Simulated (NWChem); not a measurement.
Species: Si2H5Cl; SMILES [SiH3][SiH2]Cl

```xyz
8

Si     0.4022    -1.8263     0.0000
Si    -0.8624     0.1467     0.0000
Cl     0.4629     1.7503     0.0000
H     -0.5056    -3.0152     0.0000
H      1.2641    -1.8637    -1.2193
H      1.2641    -1.8637     1.2193
H     -1.7250     0.2507     1.2133
H     -1.7250     0.2507    -1.2133
```
Atoms are numbered in this order, from 1.

Program: NWChem. Pople sets run with spherical d functions. The geometry was optimised at PBE0/def2-SVP. Total energies compare along this basis series because the functional is fixed.

```csv
level,basis functions,energy (Ha),highest occupied level (eV),orbital gap (eV),dipole (D)
PBE0/STO-3G,32,-1030.1427,-5.96,10.21,2.86
PBE0/3-21G,49,-1036.5026,-8.38,7.78,2.51
PBE0/6-31G*,64,-1041.7656,-8.21,7.69,1.84
PBE0/6-31+G*,76,-1041.7686,-8.29,7.56,1.82
PBE0/6-311G**,108,-1041.8463,-8.31,7.65,1.92
PBE0/6-311++G**,125,-1041.8480,-8.29,7.52,1.82
```
